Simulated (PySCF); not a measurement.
UHF on Ne²⁺ (neon, charge +2)

Configuration: [He] 2s1 2p4 3d1, one real determinant (an excited configuration). Calculation: PySCF 2.14, in aug-cc-pVTZ-DK; the spin-free X2C one-electron Hamiltonian (Gaussian nucleus).

```json
{"Total energy": "-123.736709 hartree", "One-electron energy": "-160.6499 hartree", "Hartree (Coulomb) energy": "47.7055 hartree", "Exchange energy": "-10.7924 hartree", "⟨S²⟩": "6.0014", "⟨L²⟩": "8.003", "Sum of ⟨r⟩": "6.132 bohr", "Sum of ⟨r²⟩": "7.949 bohr²", "Traceless quadrupole moment −½Σ⟨3z² − r²⟩ along its main axis": "0.911 e·bohr²", "Langevin diamagnetic susceptibility": "-6.30 ×10⁻⁶ cm³/mol"}
```

```csv
shell,electrons,mean orbital energy (hartree),spread (hartree),"rms radius, mean of both spins (bohr)"
1s α,1,-35.41501,0,0.182
1s β,1,-35.13871,0,0.182
2s α,1,-4.12798,0,0.858
2p α,3,-3.06651,0.14004,0.855
2p β,1,-2.59247,0,0.855
3d α,1,-0.34983,0,2.06
```

⟨L²⟩ = 8.00 against 12 for a pure F term, so this real determinant mixes terms. The outer electron is Rydberg-like, and this basis confines it to a smaller radius and binds it less than a complete one would.

Spin-orbit constants ζ (cm⁻¹) from the X2C one-electron operator on these orbitals: bare nucleus, nucleus screened by l(l+1)(2l+1)/3 electrons, and screened by the Breit-Pauli mean field of the electrons.

```
shell   bare  screened nucleus  mean field
   2p  925.4             740.3       663.9
   3d  17.83             5.348       4.885
```

To first order the Landé constant is A = -54.51 cm⁻¹, so the lowest level has J = 5 and lies 0.0406 eV below the centre of the term. This holds in LS coupling only.
